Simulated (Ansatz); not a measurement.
Cost and result up the ladder for GeO3H2 (6 atoms). Charge 0, multiplicity 1. Geometry: PBE-D4/def2-SVP.

Cartesian coordinates in Å:
```
Ge 0.143 0.247 0.037
O -1.168 1.470 -0.023
O -0.363 -1.452 0.077
O -0.372 1.204 -1.392
H 0.286 -2.009 0.547
H 1.474 0.539 0.754
```

Ansatz on 4 threads of Arm Neoverse V2 on a shared host. Times are rough, and most runs start from the orbitals of an earlier one. No level here is sound enough to serve as a yardstick. Binding counts from free atoms at the same level (Ge triplet, O triplet, H doublet; other spins of the atoms weren't run), without zero-point energy or a counterpoise term.

Correlated methods freeze 12 core orbitals; core or outer-core shells of Ge are correlated, in sets that lack core-valence functions. Another isomer (singlet) lies 0.14 eV lower at PBE0-D4/def2-TZVP; other spin states weren't run for this one.

Correlated methods converge slowly with the basis.

```csv
level,functions,wall time
revPBE-D4/def2-TZVP,153,0.9 s
PBE-D4/def2-TZVP (with forces),153,1.1 s
PBE0-D4/def2-TZVP,153,1.4 s
r2SCAN-D4/def2-TZVP,153,1.9 s
B97M-V/def2-TZVP,153,3.2 s
CCSD(T)/def2-TZVPP,169,38 s
```

(1) Estimate what each level gives for the binding energy per atom (eV).

Results:

(1) 
| level | binding energy per atom (eV) | remarks |
| --- | --- | --- |
| revPBE-D4/def2-TZVP | 3.19 | restricted SCF unstable in HF |
| PBE-D4/def2-TZVP (with forces) | 3.33 | restricted SCF unstable in HF |
| PBE0-D4/def2-TZVP | 3.08 | restricted SCF unstable in HF |
| r2SCAN-D4/def2-TZVP | 3.19 | restricted SCF unstable in HF |
| B97M-V/def2-TZVP | 3.18 | restricted SCF unstable in HF |
| CCSD(T)/def2-TZVPP | 3.09 | restricted SCF unstable |
